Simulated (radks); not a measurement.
Co20+, configuration [He] 2s2 2p3.

Calculated with a radial shooting solver on a logarithmic mesh with Libxc functionals: scalar-relativistic Kohn-Sham, LB94 model potential, spin-polarised, spherical densities, finite nucleus; open shells are filled with parallel spins first; Fermi nuclear charge, rms radius 3.7875 fm.

Energy parts (hartree):
kinetic: 1099.67190
electron-nucleus: -2289.94450
Hartree: 141.22290
(The LB94 potential has no energy functional, so no total or exchange-correlation energy is given.)

Orbitals (lengths in bohr, moments of r in powers of bohr):
| orbital | occ. | eigenvalue (hartree) | <r^2> |
|---|---|---|---|
| 1s up | 1 | -320.5706 | 0.004198 |
| 1s down | 1 | -320.8354 | 0.004186 |
| 2s up | 1 | -66.76175 | 0.06811 |
| 2s down | 1 | -65.61576 | 0.06897 |
| 2p up | 3 | -63.14538 | 0.05256 |
| 2p down | 0 | -62.05881 | 0.05297 |
| 3s up | 0 | -27.60120 | 0.3719 |
| 3s down | 0 | -27.28186 | 0.3781 |
| 3p up | 0 | -26.51812 | 0.3465 |
| 3p down | 0 | -26.22434 | 0.3521 |

The highest occupied level is 2p up at -1718.3 eV. The spin density at the nucleus is 8.06 e/bohr^3 (1s -3.57, 2s 11.64). Summed over all electrons, <r^2> = 0.3032 bohr^2, which gives a Langevin (diamagnetic) susceptibility term of -0.24 x 10^-6 cm^3/mol. The electron density at the nucleus is 1.738e+04 e/bohr^3 (large components only). The density falls to 0.001 e/bohr^3 at r = 0.78 bohr. For comparison, the ionisation energy in NIST's Atomic Spectra Database is 1724 eV (semi-empirical). In exact Kohn-Sham theory the highest level is minus the ionisation energy, but local and semilocal functionals leave it too shallow, through self-interaction and a potential that decays too fast; potentials with the right tail come closer.
